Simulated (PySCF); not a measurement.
SMILES c1([nH]ccc1)-c1cccs1 (C₈H₇NS), singlet (GFN2-xTB optimised geometry):

```
17

C     -1.388    -2.713     0.000
C     -2.377    -1.763     0.000
N     -1.791    -0.542     0.000
C     -0.432    -0.681     0.000
C      0.459     0.438     0.000
C      1.828     0.438     0.000
C      2.385     1.733     0.000
C      1.448     2.713     0.000
S     -0.150     2.074     0.000
C     -0.159    -2.038     0.000
H     -1.528    -3.776     0.000
H     -3.443    -1.873     0.000
H     -2.269     0.344     0.000
H      2.413    -0.463     0.000
H      3.443     1.926     0.000
H      1.583     3.776     0.000
H      0.814    -2.486     0.000
```

Level of theory: B3LYP/def2-SVP in PySCF.

What are the frontier orbital energies and the dipole moment?

HOMO-2 -7.04 eV, HOMO-1 -6.84 eV, HOMO -5.20 eV, LUMO -0.85 eV, LUMO+1 0.69 eV; dipole moment 1.17 D.

Meta-Löwdin charges at B3LYP/def2-SVP: C1 -0.16, C2 -0.07, N3 -0.15, C4 0.04, C5 -0.10, C6 -0.15, C7 -0.12, C8 -0.24, S9 0.21, C10 -0.17, H11 0.11, H12 0.11, H13 0.23, H14 0.11, H15 0.11, H16 0.12, H17 0.11.
